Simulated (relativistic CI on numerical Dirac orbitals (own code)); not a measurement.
**Ru6+ (4d2) in a crystal field**

Calculated by Dirac-Coulomb-Breit CI, KLI orbitals optimised for each configuration, model QED (radiative potential, 1s self-energy scaled to tabulated hydrogen-like ionisation energies), valence Slater integrals scaled by 0.65, one configuration in a parametric crystal field (own radial code).

Field parameters in Wybourne normalisation: Oh B⁴₀ = 21Dq, B⁴₄ = √(5/14) B⁴₀. The field is a parameter set, without covalency.

S is read from ⟨S²⟩ = S(S + 1).

Levels (cm⁻¹, degeneracy): 0 (2), 86 (3), 2075 (3), 2842 (1), 10997 (3), 11173 (2), 24138 (1), 34646 (1), 35053 (3), 35755 (3), 35790 (2), 42924 (1).

Which field gives this pattern?
A. Oh, 10Dq = 35800 cm⁻¹
B. Oh, 10Dq = 15350 cm⁻¹
C. Oh, 10Dq = 42600 cm⁻¹
D. Oh, 10Dq = 22150 cm⁻¹

A. Oh, 10Dq = 35800 cm⁻¹, ground level with S = 0.99.
